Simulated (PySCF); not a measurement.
**Tb²⁺: excitation energy**

Tb²⁺ [Xe] 4f9 (high-spin determinant) → Tb²⁺ [Xe] 4f8 6s1 (8F), as a difference of total energies. Calculation: PySCF 2.14, in cc-pwCVTZ-X2C; the spin-free X2C one-electron Hamiltonian (Gaussian nucleus). Correlated levels: valence: [Kr] 4d10 frozen; valence and next inner shell: [Ar] 3d10 frozen. The calculations carry no spin-orbit coupling.

| method | excitation energy (eV) |
| --- | --- |
| UHF | -1.320 |
| LDA | 3.301 |
| PBE | 3.277 |
| PBE0 | 2.382 |
| r2SCAN | 2.905 |
| MP2 (valence) | 1.875 |
| SCS-MP2 (valence) | 1.979 |
| MP2 (valence and next inner shell) | 2.272 |
| SCS-MP2 (valence and next inner shell) | 2.142 |

How much does correlation contribute at MP2 (valence and next inner shell)?

2.272 − (-1.320) = 3.592 eV, measured against UHF.

A first-order spin-orbit estimate (lowest level to lowest level, LS coupling) adds 0.208 eV.

The basis was made for the ground configuration and has no added diffuse functions, so the excitation energy can come out too high.

The determinant of the lower state mixes LS terms, which raises its energy above the lowest term, most at the Hartree-Fock and MP2 levels.
